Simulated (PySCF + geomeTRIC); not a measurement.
All values below come from M06-2X/def2-TZVP run with PySCF + geomeTRIC. fastk is a local helper that only speeds up exchange builds. No frequencies were computed at this level.

```python
import json, numpy as np
from pyscf import gto, dft
from fastk import lowrank_exchange
atoms = """
N     -0.572251     0.005880    -0.026104
B      0.803788    -0.008111     0.036607
O      2.000025    -0.020512     0.091018
H     -1.122806    -0.830029    -0.083254
H     -1.108756     0.852773    -0.018266
"""
def scf(charge, spin, dm0=None):
    mol = gto.M(atom=atoms, basis='def2-tzvp', ecp={}, charge=charge, spin=spin, verbose=3, max_memory=5040)
    mf = dft.KS(mol, xc='m062x').density_fit(auxbasis="def2-universal-jkfit")
    mf.grids.level = 4
    mf.conv_tol = 1e-8
    mf.max_cycle = 60
    mf.kernel(dm0)
    if not mf.converged:
        mf = mf.newton().run(mf.mo_coeff, mf.mo_occ).undo_soscf()
    return mf
mf = scf(0, 0)
from pyscf.geomopt.geometric_solver import kernel as optimize
path = []
done, mol = optimize(mf, maxsteps=80, assert_convergence=False, callback=lambda env: path.append((env["energy"], bool(env["g_scanner"].converged))))
res = dict(converged=bool(done and path[-1][1]), energy=path[-1][0], path=[e for e, c in path], xyz=mol.atom_coords(unit="Angstrom").tolist(), nao=mol.nao)
json.dump(res, open("result.json", "w"))
```

Output:

```
converged SCF energy = -156.113897032025
Geometry optimization cycle 1
converged SCF energy = -156.113897031836
cycle 1: E = -156.113897032  dE = -156.114  norm(grad) = 0.0247289
Geometry optimization cycle 2
converged SCF energy = -156.114115184589
cycle 2: E = -156.114115185  dE = -0.000218153  norm(grad) = 0.00279841
Geometry optimization cycle 3
converged SCF energy = -156.11411894669
cycle 3: E = -156.114118947  dE = -3.7621e-06  norm(grad) = 0.000500268
Geometry optimization cycle 4
converged SCF energy = -156.114119727495
cycle 4: E = -156.114119727  dE = -7.80804e-07  norm(grad) = 0.000330076
<class 'geometric.internal.Distance'> : 4
<class 'geometric.internal.Angle'> : 2
<class 'geometric.internal.LinearAngle'> : 2
<class 'geometric.internal.OutOfPlane'> : 1
<class 'geometric.internal.TranslationX'> : 1
<class 'geometric.internal.TranslationY'> : 1
<class 'geometric.internal.TranslationZ'> : 1
<class 'geometric.internal.RotationA'> : 1
<class 'geometric.internal.RotationB'> : 1
<class 'geometric.internal.RotationC'> : 1
Step    0 : Gradient = 1.106e-02/1.910e-02 (rms/max) Energy = -156.1138970318
Step    1 : Displace = 6.142e-03/9.050e-03 (rms/max) Trust = 1.000e-01 (=) Grad = 1.251e-03/2.076e-03 (rms/max) E (change) = -156.1141151846 (-2.182e-04) Quality = 1.053
Step    2 : Displace = 2.937e-03/4.334e-03 (rms/max) Trust = 1.414e-01 (+) Grad = 2.237e-04/3.211e-04 (rms/max) E (change) = -156.1141189467 (-3.762e-06) Quality = 0.770
Step    3 : Displace = 9.500e-04/1.678e-03 (rms/max) Trust = 2.000e-01 (+) Grad = 1.476e-04/2.628e-04 (rms/max) E (change) = -156.1141197275 (-7.808e-07) Quality = 1.012
Converged! =D
```

Cost: about 70 core-seconds (a rough figure).
